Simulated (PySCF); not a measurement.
CdI₂, SMILES [I][Cd][I]. Atoms are numbered in the order given.

```xyz
3

Cd     0.0000     0.0000     0.0000
I      0.0000     0.0000    -2.5921
I      0.0000     0.0000     2.5921
```

Geometry: r2SCAN-D4/def2-SVP. The isomer is the one that the SMILES or the coordinates give; other isomers of the formula were not compared. The def2 effective core potentials stand for the cores of Cd, I; spin–orbit coupling is left out.

These are PySCF with TDA-PBE/def2-SVPD values and carry that method's errors.

Vertical excitations; the highest root listed may be one member of a degenerate set.  State labels are in the subgroup D2h.

Estimate the UV-visible absorptions. (An estimate is asked for; the answer gives what the named calculation found.)


```tsv
state	symmetry	energy (eV)	λ (nm)	f	main pairs
S1	B2g	3.55	349	0.000	HOMO−1→LUMO (degenerate set)
S2	B3g	3.55	349	0.000	HOMO→LUMO (degenerate set)
S3	B3u	3.85	322	0.017	HOMO−2→LUMO (degenerate set)
S4	B2u	3.85	322	0.017	HOMO−3→LUMO (degenerate set)
S5	Au	5.03	247	0.000	HOMO−1→LUMO+1 50 %, HOMO→LUMO+2 50 %
S6	B1u	5.05	246	0.019	HOMO−4→LUMO 38 %, HOMO→LUMO+1 31 %, HOMO−1→LUMO+2 31 %
S7	Au	5.07	245	0.000	HOMO→LUMO+2, HOMO−1→LUMO+1 (degenerate set)
S8	B1u	5.07	245	0.000	HOMO−1→LUMO+2, HOMO→LUMO+1 (degenerate set)
S9	B1g	5.31	233	0.000	HOMO−2→LUMO+1 50 %, HOMO−3→LUMO+2 50 %
S10	B1g	5.36	231	0.000	HOMO−3→LUMO+2 50 %, HOMO−2→LUMO+1 50 %
T1	B2g	3.26	381	0	HOMO−1→LUMO (degenerate set)
T2	B3g	3.26	381	0	HOMO→LUMO (degenerate set)
T3	B3u	3.52	352	0	HOMO−2→LUMO (degenerate set)
T4	B2u	3.52	352	0	HOMO−3→LUMO (degenerate set)
```
Triplets are in the Tamm–Dancoff approximation.
